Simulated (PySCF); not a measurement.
(Z)-1,3,3-trifluoroprop-1-ene (C₃H₃F₃), SMILES F/C=C\C(F)F.

Coordinates come from a PBE0-D3(BJ)/def2-SVP optimisation. Other conformers were not sampled.

All values below come from PySCF with SMD-ωB97X/def2-SVP.

Solvation free energies are E(SMD) − E(gas) at the gas-phase geometry, for 1 M in both phases. In vacuum the dipole moment is 2.23 D.

```
solvent     ΔG(solv) (kcal/mol)  its non-electrostatic (CDS) part  dipole (D)
----------  -------------------  --------------------------------  ----------
water                      -0.7                               4.6        2.72
toluene                    -2.2                               0.3        2.47
chloroform                 -3.5                               0.3        2.59
```
